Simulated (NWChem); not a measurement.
System: AlAsH2F2; SMILES [F][Al]([F])[AsH2]

Here is an NWChem input.

```
start job
memory heap 200 mb stack 900 mb global 1100 mb
geometry units angstroms noautoz
  Al    -0.072557     1.065898     0.031665
  As    -0.173520    -1.329279     0.156895
  H      0.495038    -1.422826    -1.211210
  H     -1.574718    -1.295383    -0.445720
  F     -1.342242     2.016615     0.515814
  F      1.300500     1.854167    -0.461965
end
basis spherical
  * library def2-svpd
end
dft
  xc b3lyp
  iterations 150
end
tddft
  cis
  nroots 6
  notriplet
end
task tddft energy
```

Geometry: optimised at PBE0/def2-SVP.

Vertical excitations in the gas phase.

### Question
What results follow from this input? (B3LYP/def2-SVPD, TDA.) Quantities: lowest excitation, singlet (eV); oscillator strength of that lowest state; lowest state with f > 0.02, singlet (eV); oscillator strength of that bright state; orbital gap (eV).

### Answer
* **lowest excitation, singlet (eV)**: 5.74
* **oscillator strength of that lowest state**: 0.112
* **lowest state with f > 0.02, singlet (eV)**: 5.74
* **oscillator strength of that bright state**: 0.112
* **orbital gap (eV)**: 6.45
